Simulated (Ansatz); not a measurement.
The cluster V₂B₂. Total charge 0; singlet. Geometry r2SCAN-D4/def2-SVP; atoms count from 1.

```xyz
4

V     1.160   -0.353   -0.341
V     0.435    1.076    0.490
B    -0.704   -0.709    0.606
B    -0.892   -0.014   -0.755
```

The restricted singlet is unstable: a solution with broken spin symmetry lies lower. The geometry of the singlet was relaxed on an unsound state (restricted singlet, unstable towards broken spin symmetry at other levels and untested here). At PBE0-D4/def2-TZVP a triplet of charge 0 lies 0.74 eV below the restricted singlet, each at its own geometry. That triplet is doubtful there (⟨S²⟩ 3.74, where a pure state has 2.00). The structure comes from a short search, and lower isomers may exist.

Estimate the Mulliken populations from the PBE0/def2-TZVP orbitals of Ansatz.


```tsv
atom	charge (e)	d electrons
V1	0.34	3.71
V2	0.34	3.71
B3	-0.34	–
B4	-0.34	–
```
Mulliken values and Mayer orders depend strongly on the basis.

And the Mayer bond orders between bonded heavy atoms (over 0.3)?

V1–V2 3.43 (1.80 Å); V1–B3 0.94 (2.12 Å); V1–B4 0.94 (2.12 Å); V2–B3 0.94 (2.12 Å); V2–B4 0.94 (2.12 Å); B3–B4 1.51 (1.54 Å).
